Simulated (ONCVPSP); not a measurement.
Cs: one change to an ONCV potential, before and after

- Element: Cs (Z = 55)
- Generator: ONCVPSP 4.0.1
- Type: optimised norm-conserving Vanderbilt (ONCV)
- Functional: PBE
- Relativity: scalar-relativistic
- Frozen core: [Kr] 4d10
- Valence charge: 9
- Reference configuration: 5s2 5p6 6s1
- Partial waves: 5s+6s: rc 3.00 bohr, ncon 4, nbas 9, qcut 4.7 1/bohr, 2 projectors; 5p: rc 2.50 bohr, ncon 4, nbas 7, qcut 5.9 1/bohr, 2 projectors, debl 2.7 Ha; d scattering state at 0.05 Ha: rc 2.50 bohr, ncon 3, nbas 7, qcut 3.6 1/bohr, local
- Local potential: the d channel
- Core correction: Teter function, fcfact 2.5, rcfact 1.25

Change: s: rc 4.14.

Cutoffs: the cutoffs (Ha) at which the residual kinetic energy of the hardest occupied pseudo-wave falls to 1 and 0.1 mHa per electron; they do not see the model core or the augmentation charge, which bear on the density cutoff. Errors are all-electron minus pseudo energies relative to the spin-unpolarised reference configuration.

**Question.** How do hardness, ghosts and transferability respond?

**Answer.** The potential gets neither clearly harder nor softer (9.6 Ha and 12 Ha → 9.6 Ha and 12 Ha); the p channel sets the loose cutoff, while the largest relative change is in s, which becomes softer; of the 4 tests that both files solve, the error grows in 1 and shrinks in 0 by more than 15 % and 0.3 meV (median size 0.2 → 0.3 meV); neither file shows a bound ghost.

| quantity | base | changed |
| --- | --- | --- |
| cutoff, loose | 9.6 Ha | 9.6 Ha |
| cutoff, tight | 12 Ha | 12 Ha |
| loose cutoff by channel | s 6.1 Ha, p 9.6 Ha | s 2.7 Ha, p 9.6 Ha |
| bound ghosts | none | none |
| GHOST(+) flags under 300 eV | none | none |
| error for 5s2 5p6 6s0, meV [ΔE 3.86 eV] | -0.4 | -0.5 |
| error for 5s2 5p6 6s0.5, meV [ΔE 1.47 eV] | -0.1 | -0.1 |
| error for 5s2 5p6 6s0 6p1, meV [ΔE 1.37 eV] | +0.1 | 0.0 |
| error for 5s1 5p6 6s1, meV [ΔE 31.68 eV] | -150 | -310 |
| p: phases at 2.53 bohr within 0.05 rad from the reference energy up to (Ha; the scan ends near 5) | to the end of the scan | to the end of the scan |
| d: phases at 2.53 bohr within 0.05 rad from the reference energy up to (Ha; the scan ends near 5) | 1.9 | 1.9 |
| rms error of d²Exc/dni dnj with the model core, mHa | 0.48 | 1.05 |
